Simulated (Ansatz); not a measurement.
C4H9B can be A, `BC1(C)CC1`, or B, `BC=C(C)C`.

Gas-phase electronic energies from Ansatz, PBE0-D4/def2-TZVP geometries. CCSD(T)/CBS adds triple-zeta CCSD(T) − MP2 to the extrapolated MP2 energy (def2 sets, frozen cores). DFT in def2-TZVPP. B3LYP here is the variant with VWN-RPA as its local correlation; programs differ in this.

A:

Z-matrix (Å, degrees):
```
C
C 1 1.510
C 1 1.527 2 116.6
B 1 1.523 2 121.1 3 151.6
C 1 1.538 2 116.3 3 -64.8
H 2 1.093 1 111.1 3 -87.7
H 2 1.093 1 111.2 3 152.5
H 2 1.094 1 111.6 3 32.2
H 3 1.084 1 115.0 2 4.3
H 3 1.082 1 118.2 2 145.2
H 4 1.199 1 121.8 2 3.2
H 4 1.200 1 119.1 2 -177.9
H 5 1.082 1 118.5 2 -144.8
H 5 1.084 1 114.6 2 -4.2
```

B:

Z-matrix (Å, degrees):
```
C
C 1 1.491
H 1 1.095 2 109.9
H 1 1.095 2 109.9 3 116.5
H 1 1.087 2 112.7 3 -121.8
C 2 1.354 1 124.4 3 122.0
C 2 1.493 1 114.3 3 -58.0
B 6 1.522 2 126.5 1 0.0
H 6 1.090 2 114.9 1 180.0
H 7 1.095 2 110.4 1 -58.4
H 7 1.090 2 112.1 1 -179.9
H 7 1.095 2 110.4 1 58.6
H 8 1.198 6 119.9 2 179.9
H 8 1.198 6 122.4 2 -0.1
```

Question: Which is lower in electronic energy at CCSD(T)/CBS, and by how much? (Estimate.)

Answer: The calculation gave: B, by 9.8 kcal/mol.

Question: Give E(B) − E(A) in kcal/mol with B3LYP, PBE0-D4, r2SCAN-D4, HF/def2-TZVPP, ωB97M-V, B2PLYP, MP2/def2-TZVPP. (Estimate.)

Answer: Computed: B3LYP -13.3, PBE0-D4 -7.9, r2SCAN-D4 -9.7, HF/def2-TZVPP -13.7, ωB97M-V -8.8, B2PLYP -11.6, MP2/def2-TZVPP -7.2. None reverses the order clearly.

Largest T1 diagnostic: 0.011.

From PBE to PBE0 (25 % exact exchange), in def2-TZVPP and without D4, E(B) − E(A) moves by +1.6 kcal/mol. In def2-TZVPP, CCSD(T) changes the Hartree–Fock value by +4.1 kcal/mol (the triples alone add −0.2 kcal/mol) and MP2 by +6.6 kcal/mol.
